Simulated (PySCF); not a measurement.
H₆O₄SnTi, SMILES [Ti]([O][SnH3])([OH])([OH])[OH], multiplicity 1. Geometry: PBE-D3(BJ)/def2-SVP. The multiplicity is an assumed one; other spin states were not compared. The def2 effective core potentials stand for the cores of Sn; spin–orbit coupling is left out. One conformer was computed; it need not be the lowest.

Computed equilibrium geometry at PBE-D3(BJ)/def2-SVP (PySCF confirms it by a frequency run) as a Z-matrix (one conformer of several):
```
Ti
O 1 1.7904
O 1 1.8103 2 111.27
H 3 0.9729 1 125.88 2 -9.10
O 1 1.8142 2 109.24 3 -123.20
H 5 0.9734 1 124.07 2 140.73
O 1 1.8310 2 105.79 5 -118.11
H 7 0.9735 1 122.63 2 100.93
Sn 2 2.0262 1 124.56 3 -118.10
H 9 1.7248 2 107.19 1 62.80
H 9 1.7262 10 113.35 2 117.60
H 9 1.7280 10 112.37 11 128.50
```
Charge 0, spin multiplicity 1.
